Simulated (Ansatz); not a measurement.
`N[Si](N)(O)O` and `N[SiH](O)[Si](N)(O)O` differ in one atom or group.

Ansatz, PBE0-D4/def2-TZVP geometries, multiplicity 1. Each molecule was computed in one conformer, which needn't be the lowest.

```json
{"property": "HOMO energy (B3LYP/def2-TZVPP) / eV", "`N[Si](N)(O)O`": "-6.88"}
{"property": "size of the dipole moment (B3LYP/def2-TZVPP) / D", "`N[Si](N)(O)O`": "0.29"}
{"property": "HOMO energy (PBE/def2-TZVPP) / eV", "`N[Si](N)(O)O`": "-5.63"}
{"property": "HOMO–LUMO gap (ωB97M-V/def2-TZVPP) / eV", "`N[Si](N)(O)O`": "11.70"}
{"property": "LUMO energy (PBE/def2-TZVPP) / eV", "`N[Si](N)(O)O`": "-0.09"}
{"property": "LUMO energy (ωB97M-V/def2-TZVPP) / eV", "`N[Si](N)(O)O`": "2.15"}
```

Question: What does the change do to each property? (An estimate is asked.)

Answer: Ansatz gave: 
| property | `N[SiH](O)[Si](N)(O)O` | shift |
| --- | --- | --- |
| HOMO energy (B3LYP/def2-TZVPP) / eV | -6.79 | 0.09 |
| size of the dipole moment (B3LYP/def2-TZVPP) / D | 1.89 | 1.60 |
| HOMO energy (PBE/def2-TZVPP) / eV | -5.68 | -0.05 |
| HOMO–LUMO gap (ωB97M-V/def2-TZVPP) / eV | 11.05 | -0.65 |
| LUMO energy (PBE/def2-TZVPP) / eV | -0.53 | -0.44 |
| LUMO energy (ωB97M-V/def2-TZVPP) / eV | 1.87 | -0.28 |

With PBE0 the HOMO rises by 0.14 eV and the LUMO falls by 0.46 eV, so the gap narrows by about 0.60 eV. PBE moves the HOMO by -0.05 eV and ωB97M-V by 0.38 eV. Dipoles are sizes alone; their direction can turn.

B3LYP here is the variant with VWN-RPA as its local correlation; programs differ in this.
